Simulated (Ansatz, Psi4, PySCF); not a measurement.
C2H6Cl2Sn (SMILES [CH3][Sn]([CH3])([Cl])[Cl]), singlet, at a GFN2-xTB geometry (such geometries of metal compounds can be far from the true shape) (all electrons, no relativity). Base run: PySCF with R2SCAN/STO-3G.

PySCF was given this input:
```python
from pyscf import gto, scf, dft

mol = gto.Mole()
mol.atom = '''
    C     1.802743   -1.518929    0.130225
    Sn   -0.015529   -0.267777   -0.050012
    C    -1.958449   -1.159081   -0.628532
    Cl    0.454020    1.440199   -1.566767
    Cl   -0.322578    0.822633    1.988397
    H     1.647280   -2.258916    0.905649
    H     2.630554   -0.870761    0.394279
    H     1.996078   -2.001301   -0.820028
    H    -2.685552   -0.358407   -0.702241
    H    -2.261782   -1.868720    0.131394
    H    -1.850392   -1.653142   -1.586324
'''
mol.basis = 'sto-3g'
mol.charge = 0
mol.spin = 0
mol.verbose = 4
mol.build()

mf = dft.RKS(mol)
mf.xc = 'r2scan'
mf.kernel()
```

The same geometry, method and basis name were run in Ansatz (a program for electronic structure) and Psi4 and PySCF, at each program's defaults and at the settings that a row names. The base is PySCF at its defaults. Differences at the defaults can come from grids, fitting, cores and function types together. The rows with settings made alike still differ; the cause (another SCF solution, basis table, core potential or functional code) wasn't traced.

```json
[
 {"code and settings": "PySCF, defaults (exact integrals, its default grid, spherical functions)", "ΔE vs base (mEh)": "0.000", "basis functions": "61", "E (Eh)": "-6954.88170", "SCF cycles": "8", "dipole (D)": "4.00"},
 {"code and settings": "Ansatz, defaults (factorised integrals, its default grid, spherical functions)", "ΔE vs base (mEh)": "-1.763", "basis functions": "61", "E (Eh)": "-6954.88347", "SCF cycles": "-", "dipole (D)": "-"},
 {"code and settings": "PySCF, fine grid", "ΔE vs base (mEh)": "-2.973", "basis functions": "61", "E (Eh)": "-6954.88468", "SCF cycles": "8", "dipole (D)": "4.00"},
 {"code and settings": "Psi4, exact integrals, spherical functions, fine grid", "ΔE vs base (mEh)": "-4.486", "basis functions": "61", "E (Eh)": "-6954.88619", "SCF cycles": "10", "dipole (D)": "4.00"},
 {"code and settings": "Ansatz, high accuracy", "ΔE vs base (mEh)": "-1.765", "basis functions": "61", "E (Eh)": "-6954.88347", "SCF cycles": "-", "dipole (D)": "-"}
]
```
